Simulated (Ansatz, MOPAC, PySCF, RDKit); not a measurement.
Torsion N1–Si2–S3–H6 in H3NSSi (SMILES N[Si]S); at each angle all else is relaxed with GFN2-xTB, and the levels are single points there.
Geometry at 180° (charge 0, multiplicity 1):
```xyz
6

N     -1.106     0.043     0.207
Si     0.169    -0.879     0.862
S      1.785     0.546     0.393
H     -0.992     0.947    -0.229
H     -2.064    -0.260     0.214
H      2.740    -0.208     0.915
```

On the grid 0° to 330°, 90° is the highest and 180° the lowest point at MP2/CBS(cc-pV(T+d)Z, cc-pV(Q+d)Z) + ΔCCSD(T)/cc-pV(T+d)Z.

The state that PM3 reach isn't checked.

Run with Ansatz (Gaussian basis) for Hartree–Fock, density functionals and correlated methods; MOPAC for PM3 (differences of heats of formation); PySCF for the dispersion terms; RDKit for the force fields. Each number belongs to the level named beside it.

**Question.** One of these levels gives 28.1 kJ/mol for the energy at 90° less that at 180°. Name it.
(A) MMFF94
(B) PM3
(C) r2SCAN-D3(BJ)/def2-TZVPP

**Answer.** B, PM3. The others give 0.7 (MMFF94), 33.7 (r2SCAN-D3(BJ)/def2-TZVPP)

Ansatz is an electronic-structure program.
